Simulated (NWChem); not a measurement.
Molecule: CH6O2Si2; SMILES [Si@@H](C=O)([SiH3])O

```xyz
11

O      1.3712     2.0310    -0.0010
C      0.2220     1.7321    -0.2712
Si    -0.5549     0.1015     0.4015
O     -2.0630     0.0275    -0.3241
Si     0.8667    -1.7054    -0.1127
H     -0.3947     2.4060    -0.9158
H     -0.6609     0.2479     1.8850
H     -2.6280    -0.7298    -0.1174
H      1.1974    -1.7252    -1.5638
H      2.1267    -1.6087     0.6718
H      0.1972    -2.9951     0.2256
```
Atoms are numbered in this order, from 1.

Results from NWChem. Pople sets run with spherical d functions. The geometry was optimised at B3LYP/6-31G* (spherical d). B3LYP is NWChem's, with the RPA form of VWN correlation. Vertical excitations in the gas phase; the lowest state need not have the same character in each row.

```tsv
level	lowest excitation, singlet (eV)	oscillator strength of that lowest state	lowest state with f > 0.02, singlet (eV)	oscillator strength of that bright state	orbital gap (eV)
PBE/6-31G*, full TDDFT	?	0.004	?	?	?
B3LYP/6-31G*, full TDDFT	3.27	0.003	5.48	0.045	5.03
LRC-wPBEh/6-31G*, full TDDFT	3.25	0.002	6.16	0.068	9.11
Hartree-Fock/6-31G*, TDHF	3.62	0.002	7.35	0.055	13.24
```

Complete the blanks.


- PBE/6-31G*, full TDDFT, lowest excitation, singlet (eV): 3.15
- PBE/6-31G*, full TDDFT, lowest state with f > 0.02, singlet (eV): 4.44
- PBE/6-31G*, full TDDFT, oscillator strength of that bright state: 0.026
- PBE/6-31G*, full TDDFT, orbital gap (eV): 2.85
